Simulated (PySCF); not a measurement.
Fractional electron number in Se (selenium, neutral)

The 4p beta orbital of [Ar] 3d10 4s2 4p4 is emptied in steps (occupation f), with all orbitals relaxed, ending at [Ar] 3d10 4s2 4p3. Computed with PySCF 2.14 in def2-SVP (5s4p3d, 32 functions), with the non-relativistic Hamiltonian (point nucleus). The exact energy is a straight line in f; departures are measured from the line between the end points of the same method.

| f | UHF (eV) | LDA (eV) | PBE (eV) | PBE0 (eV) | r2SCAN (eV) | LC-wPBE (eV) | BHandHLYP (eV) | wB97X (eV) | B3LYP (eV) | HSE06 (eV) |
| --- | --- | --- | --- | --- | --- | --- | --- | --- | --- | --- |
| 1 | 0.000 | 0.000 | 0.000 | 0.000 | 0.000 | 0.000 | 0.000 | 0.000 | 0.000 | 0.000 |
| 0.8 | 0.114 | -0.698 | -0.671 | -0.476 | -0.623 | -0.042 | -0.310 | -0.126 | -0.542 | -0.547 |
| 0.6 | 0.168 | -1.047 | -1.003 | -0.709 | -0.920 | -0.058 | -0.467 | -0.197 | -0.812 | -0.817 |
| 0.4 | 0.165 | -1.046 | -0.998 | -0.704 | -0.899 | -0.053 | -0.470 | -0.208 | -0.812 | -0.814 |
| 0.2 | 0.108 | -0.696 | -0.661 | -0.465 | -0.580 | -0.032 | -0.316 | -0.148 | -0.542 | -0.539 |
| 0 | 0.000 | 0.000 | 0.000 | 0.000 | 0.000 | 0.000 | 0.000 | 0.000 | 0.000 | 0.000 |

```tsv
method	E(f=0) − E(f=1) (eV)	−ε at f=1 (eV)	−ε at f=0.4 (eV)
UHF	8.566	9.292	8.413
LDA	9.847	5.481	10.725
PBE	9.600	5.397	10.460
PBE0	9.624	6.637	10.240
r2SCAN	9.702	5.762	10.574
LC-wPBE	9.740	9.462	9.811
BHandHLYP	9.631	7.698	10.006
wB97X	9.798	9.030	9.907
B3LYP	9.779	6.393	10.455
HSE06	9.666	6.239	10.362
```

Orbital energy along the path (eV):

```
  f     UHF      LDA      PBE     PBE0   r2SCAN  LC-wPBE  BHandHLYP    wB97X    B3LYP    HSE06
  1  -9.292   -5.481   -5.397   -6.637   -5.762   -9.462     -7.698   -9.030   -6.393   -6.239
0.8  -8.982   -7.228   -7.095   -7.854   -7.407   -9.596     -8.463   -9.303   -7.748   -7.624
0.6  -8.690   -8.978   -8.786   -9.058   -9.022   -9.714     -9.231   -9.588   -9.102   -8.999
0.4  -8.413  -10.725  -10.460  -10.240  -10.574   -9.811    -10.006   -9.907  -10.455  -10.362
0.2  -8.152  -12.465  -12.104  -11.392  -11.992   -9.880    -10.800  -10.305  -11.809  -11.707
  0  -7.905  -14.188  -13.690  -12.491  -13.131   -9.901    -11.632  -10.714  -13.162  -12.995
```

Reference removal energy between the ground levels: 9.752 eV (measured; NIST Atomic Spectra Database, ionization energies). The calculation has no spin-orbit coupling. UHF lacks correlation.
